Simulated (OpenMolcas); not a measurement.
**2s² 2p² along the 6-electron sequence**

* Program: OpenMolcas
* Method: XMS-CASPT2, IPEA 0.25 Eh, imaginary shift 0.1 Eh
* Basis: ANO-RCC-VTZP
* Scalar Hamiltonian: DKH2, point nucleus
* Spin-orbit coupling: state interaction with AMFI integrals over the reference wave functions, term energies averaged over their components

Active space for each ion: 4 electrons in 8 orbitals (2s 2p 3s 3p); closed shells correlated by CASPT2: 1s.

Computed levels in cm-1 above ³P₀:

```tsv
Level	N+	O2+	F3+	Ne4+
³P₁	45.5	109	223	400
³P₂	135	323	650	1155
¹D₂	15710	20080	25970	30850
¹S₀	32800	43780	54420	64360
weight of ³P in the lowest level (%)	100	100	100	100
```

Measured, with the error of the calculation in %. Measured levels: N+ from NIST Handbook of Basic Atomic Spectroscopic Data; O2+ from Moore, Selected Tables of Atomic Spectra, NSRDS-NBS 3, section 11; F3+ from Moore, Atomic Energy Levels, vol. I, NSRDS-NBS 35 (1971 reprint of NBS Circular 467, 1949); Ne4+ from NIST levels in Podobedova, Fuhr, Reader and Wiese, J. Phys. Chem. Ref. Data 33, 525 (2004).

| Level | N+ | O2+ | F3+ | Ne4+ |
| --- | --- | --- | --- | --- |
| ³P₁ | 48.7 (-6.6) | 113 (-3.5) | 225 (-1.2) | 412 (-2.9) |
| ³P₂ | 131 (+3.4) |  | 613 (+6.0) | 1110 (+4.1) |
| ¹D₂ | 15316 (+2.5) | 20273 (-1.0) | 25241 (+2.9) | 30292 (+1.8) |
| ¹S₀ | 32689 (+0.3) | 43186 (+1.4) | 53544 (+1.6) | 63914 (+0.7) |

The fine-structure level ³P₂ changes by a factor of 8.56 from N+ to Ne4+. Its fourth root runs 3.41, 4.24, 5.05, 5.83, with steps per unit of Z of 0.83, 0.81, 0.78; equal steps would mean a (Z - σ)^4 law with constant σ.

¹D₂ changes by a factor of 1.96 over the same range, with steps per unit of Z of +4370, +5890, +4880 cm-1.

Term energies are means over components that CASPT2 splits; among the terms shown or strongly mixed into the levels shown the widest spread is 140 cm-1 (2s² 2p² ¹D, N+). Over all roots computed the reference weight is 0.94 to 1.00 in O2+; the roots of lowest weight are the least certain, and an intruder state may touch them. The run also gave levels led by 2s² 2p 3s, which use shells meant for correlation; these and all levels above them are left out (holds for N+). Active for correlation alone: 3p 3s; no level in the range computed is led by a configuration that fills them, so any true level of that kind is missing (holds for O2+; F3+; Ne4+). Measured partners are found by configuration, term and J. A level has none where our copy of the source lacks it or the pairing is in doubt (some pairs that miss far off the trend of their configuration count as doubtful), and it then counts in no deviation. Only configurations of the active space appear.
